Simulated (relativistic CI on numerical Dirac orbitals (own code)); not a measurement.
Hyperfine structure of Ga26+, mass number 69

Method of calculation: Dirac-Coulomb-Breit CI, orbitals from a KLI potential per configuration, a model potential for QED, unscaled Slater integrals (own radial code, finite nucleus).

Configurations in the expansion (outside the closed core 1s2): 2s2 2p, 2s 2p2, 2p3, 2p2 3s, 2p2 3p, 2p2 3d, 2s2 3s, 2s2 3p, 2s2 3d, 2s 2p 3s, 2s 2p 3p, 2s 2p 3d, 2s2 4s, 2s2 4p, 2s2 4d, 2s2 4f. Levels of other configurations are missing.

Nuclear spin I = 3/2, μ = 2.01502 μN, Q = 0.171 b (tables of Stone and Pyykkö). The electronic factors are computed for point nuclear moments, without core polarisation or the Bohr-Weisskopf and QED corrections.

```
         Level  E (cm⁻¹)  A (GHz)  B (GHz)
2s2 2p 2P°_1/2         0    384.1         
2s2 2p 2P°_3/2    256019    72.21     16.6
 2s 2p2 4P_1/2    540030    839.2         
 2s 2p2 4P_3/2    680640    313.8     13.4
 2s 2p2 4P_5/2    777530    335.8    -9.75
 2s 2p2 2D_3/2   1035390    -32.8     19.5
 2s 2p2 2D_5/2   1119718    329.4     26.4
 2s 2p2 2P_1/2   1138885    140.1
```

Levels with J = 0, under 50 % of one LS term, or S terms without an open s electron are left out. Small factors come from cancelling terms and can be off by tens of per cent or more.

At this charge energies of transitions that change n are usually good to better than 1 %, and those within a shell (Δn = 0) to a few per cent.

Q: Give the hyperfine levels of 2s2 2p 2P°_1/2 relative to its centre of gravity.

A: With K = F(F + 1) − I(I + 1) − J(J + 1), E = AK/2: F = 1: -480.2, F = 2: 288.1 GHz.

LS names give the leading component of a level, which can be under half, so a name can repeat, a term be missing and a line seem to break the LS rules.
